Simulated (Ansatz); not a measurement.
Calculated with Ansatz (gas phase, PBE0-D4/def2-TZVP geometries, no zero-point term in ΔE). CBS: MP2 limit from def2 TZ/QZ plus the TZ coupled-cluster correction, frozen cores. This one scheme is used for every species. Functionals use def2-TZVPP. B3LYP here is the variant with VWN-RPA as its local correlation; programs differ in this. Each species was taken in one conformer, which may not be the lowest.

Consider the formal loss of a carbene: `CB(S)CF` → `[CH]F` + `CBS`.

| level | ΔE (kcal/mol) |
| --- | --- |
| r2SCAN-D4 | 100.7 |
| PBE0-D4 | 101.2 |
| B2PLYP | 94.4 |
| PBE | 97.5 |
| B3LYP | 92.3 |
| HF/def2-TZVPP | 83.2 |
| MP2/def2-TZVPP | 100.0 |
| SCS-MP2/def2-QZVPP | 96.1 |

Problem. What does CCSD(T)/CBS give? (An estimate is asked.)

Solution. Ansatz gave: +95.0 kcal/mol. The listed levels differ from it by 5.7, 6.2, -0.6, 2.5, -2.7, -11.8, 5.0, 1.1 kcal/mol.

Largest T1 diagnostic among the species: 0.018.

In def2-TZVPP, CCSD(T) changes the Hartree–Fock value by +10.1 kcal/mol (the triples alone add +0.6 kcal/mol) and MP2 by +16.8 kcal/mol. The D4 term adds +2.9 kcal/mol with B3LYP and +1.6 kcal/mol with PBE0; it sums over pairs of atoms, weighted by their polarisabilities, and B3LYP, whose exchange is more repulsive, gets the larger term.
